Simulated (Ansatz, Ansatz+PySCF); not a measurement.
```xyz
2

F     0.0000    0.0000   -1.3076
F     0.0000    0.0000    1.3076
```

Basis set: STO-3G (spherical functions). Correlated methods keep 2 orbitals frozen. Charge 0, multiplicity 1.

Computed with Ansatz (development build ahead of 0.2.0); each method stands on the lowest determinant of its kind that the runs found. Restricted open shells among the atoms or ions are ROHF, correlated in semicanonical orbitals with singles. Restricted functionals stand beside restricted open-shell atoms, which can lie above the unrestricted atoms usual in DFT and then raise those values.

Question: Give the atomization energy at this shape (free ground-state atoms in the same class of orbitals less the molecule, no zero-point energy) of singlet F₂ by PBE0 (unrestricted), PBE0 (restricted), UHF-MP2, RHF-MP2, RHF, UHF.

Answer:

```json
{"method": "PBE0 (unrestricted)", "atomization energy": "0.01 eV"}
{"method": "PBE0 (restricted)", "atomization energy": "-3.77 eV"}
{"method": "UHF-MP2", "atomization energy": "0.00 eV"}
{"method": "RHF-MP2", "atomization energy": "-0.80 eV"}
{"method": "RHF", "atomization energy": "-10.17 eV"}
{"method": "UHF", "atomization energy": "0.00 eV"}
```

Caution: the shape is not the minimum. Caution for PBE0 (unrestricted), UHF-MP2, UHF: the unrestricted determinant is a mixture of spin states. Caution for PBE0 (restricted), RHF-MP2, RHF: an unrestricted determinant lies well below. Caution for PBE0 (restricted), RHF: the molecule lies well above its atoms at this level. Caution for UHF-MP2, RHF-MP2: large amplitudes, a single reference is doubtful. Caution for UHF-MP2, UHF: the determinant may break the point group. Caution for RHF-MP2: the program doubts this total.

This basis has no polarisation functions and is too small for such energies, which can lie far from measured ones in either direction.
